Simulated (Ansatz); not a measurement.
Ansatz (an electronic-structure program) input (HF/6-31G*):

Ansatz 0.2 input:
```yaml
crystal:
  periodic: [false, false, false]
  atoms:
    - {symbol: C, position_ang: [-1.10482799, 0.00685239, -0.02645507]}
    - {symbol: N, position_ang: [0.31271397, -0.00193952, 0.00748792]}
    - {symbol: C, position_ang: [1.47683890, -0.00915969, 0.03536285]}
    - {symbol: H, position_ang: [-1.46003960, -0.68901516, -0.78610308]}
    - {symbol: H, position_ang: [-1.49901660, -0.29209176, 0.94448251]}
    - {symbol: H, position_ang: [-1.46200701, 1.00852736, -0.26424163]}
basis:
  gaussian:
    orbitals: 6-31G*
hamiltonian:
  xc: {name: HF}
relax: {f_tol: 0.003, max_steps: 120}
```

Output:

```
Functional definition: HF
integrals: 0.01 GiB planned
582 factors; integrals over basis functions are off by at most 4.0e-4 eV
mean field: 0.08 GiB planned
mean field evaluation 1: about -3587.8973 eV, gradient 1.9e1 eV
mean field evaluation 2: about -3587.8963 eV, gradient 1.9e1 eV
mean field evaluation 4: about -3588.9876 eV, gradient 3.6e0 eV
mean field evaluation 8: about -3589.0162 eV, gradient 5.1e-2 eV
mean field -3589.01622634 eV, -131.8939135955 hartree, gradient 2.9e-5 eV, S^2 0.000000; 0 other end points of the search recorded, 0 dependent functions left out
the calculation of the forces begins
reference -3589.01622634 eV, -131.8939135955 hartree; 11, 11 occupied and 40, 40 virtual orbitals, 582 factors
relax step   1: F+E_penalty+E_count = -3589.01622634 eV  Δ(F+E_penalty+E_count) = +0.000e0 eV  max|allowed force component| = 1.506e0 eV/Å  Δτ_max = 0.0000 Å  (25 SCF iters, accepted)
these checks for a lower state are left out or cut short: starts, cluster_reference, orbital_swaps, neighbouring_geometries, increment
integrals: 0.01 GiB planned
582 factors; integrals over basis functions are off by at most 3.9e-4 eV
mean field: 0.08 GiB planned
mean field evaluation 16: about -3589.0280 eV, gradient 2.2e-5 eV
mean field -3589.02801752 eV, -131.8943469131 hartree, gradient 2.2e-5 eV, S^2 0.000000; 0 other end points of the search recorded, 0 dependent functions left out
the calculation of the forces begins
reference -3589.02801752 eV, -131.8943469131 hartree; 11, 11 occupied and 40, 40 virtual orbitals, 582 factors
relax step   2: F+E_penalty+E_count = -3589.02801752 eV  Δ(F+E_penalty+E_count) = -1.179e-2 eV  max|allowed force component| = 1.909e-1 eV/Å  Δτ_max = 0.0110 Å  (24 SCF iters, accepted)
these checks for a lower state are left out or cut short: starts, cluster_reference, orbital_swaps, neighbouring_geometries, increment
integrals: 0.01 GiB planned
582 factors; integrals over basis functions are off by at most 3.9e-4 eV
mean field: 0.08 GiB planned
mean field -3589.02843519 eV, -131.8943622625 hartree, gradient 2.0e-5 eV, S^2 0.000000; 0 other end points of the search recorded, 0 dependent functions left out
the calculation of the forces begins
reference -3589.02843519 eV, -131.8943622625 hartree; 11, 11 occupied and 40, 40 virtual orbitals, 582 factors
relax step   3: F+E_penalty+E_count = -3589.02843519 eV  Δ(F+E_penalty+E_count) = -4.177e-4 eV  max|allowed force component| = 5.189e-2 eV/Å  Δτ_max = 0.0015 Å  (24 SCF iters, accepted)
these checks for a lower state are left out or cut short: starts, cluster_reference, orbital_swaps, neighbouring_geometries, increment
integrals: 0.01 GiB planned
582 factors; integrals over basis functions are off by at most 3.9e-4 eV
mean field: 0.08 GiB planned
mean field -3589.02845853 eV, -131.8943631201 hartree, gradient 1.1e-5 eV, S^2 0.000000; 0 other end points of the search recorded, 0 dependent functions left out
the calculation of the forces begins
reference -3589.02845853 eV, -131.8943631201 hartree; 11, 11 occupied and 40, 40 virtual orbitals, 582 factors
relax step   4: F+E_penalty+E_count = -3589.02845853 eV  Δ(F+E_penalty+E_count) = -2.334e-5 eV  max|allowed force component| = 2.006e-2 eV/Å  Δτ_max = 0.0006 Å  (18 SCF iters, accepted)
these checks for a lower state are left out or cut short: starts, cluster_reference, orbital_swaps, neighbouring_geometries, increment
integrals: 0.01 GiB planned
582 factors; integrals over basis functions are off by at most 3.9e-4 eV
mean field: 0.08 GiB planned
mean field evaluation 32: about -3589.0285 eV, gradient 1.0e-5 eV
mean field -3589.02846302 eV, -131.8943632853 hartree, gradient 1.0e-5 eV, S^2 0.000000; 0 other end points of the search recorded, 0 dependent functions left out
the calculation of the forces begins
reference -3589.02846302 eV, -131.8943632853 hartree; 11, 11 occupied and 40, 40 virtual orbitals, 582 factors
relax step   5: F+E_penalty+E_count = -3589.02846302 eV  Δ(F+E_penalty+E_count) = -4.495e-6 eV  max|allowed force component| = 9.018e-3 eV/Å  Δτ_max = 0.0004 Å  (18 SCF iters, accepted)
these checks for a lower state are left out or cut short: starts, cluster_reference, orbital_swaps, neighbouring_geometries, increment
integrals: 0.01 GiB planned
582 factors; integrals over basis functions are off by at most 3.9e-4 eV
mean field: 0.08 GiB planned
mean field -3589.02846356 eV, -131.8943633048 hartree, gradient 7.0e-6 eV, S^2 0.000000; 0 other end points of the search recorded, 0 dependent functions left out
the calculation of the forces begins
reference -3589.02846356 eV, -131.8943633048 hartree; 11, 11 occupied and 40, 40 virtual orbitals, 582 factors
relax step   6: F+E_penalty+E_count = -3589.02846356 eV  Δ(F+E_penalty+E_count) = -5.319e-7 eV  max|allowed force component| = 3.262e-4 eV/Å  Δτ_max = 0.0001 Å  (17 SCF iters, accepted)
integrals: 0.01 GiB planned
582 factors; integrals over basis functions are off by at most 3.9e-4 eV
mean field: 0.08 GiB planned
mean field -3589.02846356 eV, -131.8943633048 hartree, gradient 7.0e-6 eV, S^2 0.000000; 1 other end points of the search recorded, 0 dependent functions left out
the calculation of the forces begins
reference -3589.02846356 eV, -131.8943633048 hartree; 11, 11 occupied and 40, 40 virtual orbitals, 582 factors
Total energy: -3589.02846356 eV, -131.8943633048 hartree
Atom 0 at    -1.107229     0.006867    -0.026513 Å, force     0.000036    -0.000000     0.000001 eV/Å
Atom 1 at     0.313679    -0.001946     0.007511 Å, force     0.000045    -0.000000     0.000001 eV/Å
Atom 2 at     1.466692    -0.009097     0.035120 Å, force    -0.000326     0.000002    -0.000008 eV/Å
Atom 3 at    -1.456270    -0.684354    -0.780973 Å, force     0.000083    -0.000036    -0.000036 eV/Å
Atom 4 at    -1.494985    -0.290094     0.938001 Å, force     0.000081    -0.000016     0.000052 eV/Å
Atom 5 at    -1.458224     1.001797    -0.262613 Å, force     0.000083     0.000050    -0.000010 eV/Å
Dipole moment:    -0.731182     0.004535    -0.017508 e Å
```

The geometry given is a B3LYP-D3(BJ)/def2-TZVP minimum.
